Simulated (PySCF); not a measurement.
Gas-phase reaction: 2 SnF3 + 5 SnH4 ⇌ 6 SnH3F + SnH2

Method: PySCF energies plus ideal-gas RRHO corrections (1 bar). † marks an energy on the PBE0/def2-TZVP geometry and frequencies; other levels use their own. MP2 and CCSD(T) freeze the core. Open shells (unrestricted): SnF3 (multiplicity 2); the rest are closed-shell singlets. Sn: scalar-relativistic def2 core potential, no spin-orbit coupling. SnF3, SnH3F, SnH2: computed as isolated molecules; such fragments, hydroxides, amides, oligomers or adducts are transient or little studied in the gas. MP2 isn't extrapolated to the basis-set limit; its ΔH°(298 K) is -65.3 kJ in def2-SVP and -83.8 kJ in def2-TZVPP. CCSD(T) isn't extrapolated to the basis-set limit; its ΔH°(298 K) is -81.9 kJ in def2-SVP and -83.8 kJ in def2-TZVPP. The harmonic model lacks anharmonicity and excited electronic states, which grow with temperature; levels with a mode under 35 cm⁻¹ are left out.

```
level                ΔE electronic, kJ  ΔH°(298 K), kJ  ΔS°(298 K), J/K  ΔG°(2500 K), kJ
-------------------  -----------------  --------------  ---------------  ---------------
CCSD(T)/def2-TZVPP†                -82             -84               43             -191
HF/def2-TZVP†                      -71             -73               43             -180
M06-2X/def2-TZVP†                  -96             -97               43             -205
MP2/def2-SVP†                      -64             -65               43             -172
MP2/def2-TZVPP†                    -82             -84               43             -191
PBE/def2-SVP                       -27             -29               36             -119
PBE0/def2-QZVP†                    -65             -66               43             -173
LDA/def2-TZVP†                     -38             -39               43             -146
ωB97M-V/def2-TZVP†                 -77             -78               43             -185
ωB97X-V/def2-TZVP†                 -83             -84               43             -192
```
ΔH° is lowest at M06-2X/def2-TZVP† and highest at PBE/def2-SVP. No reference value is set beside these.
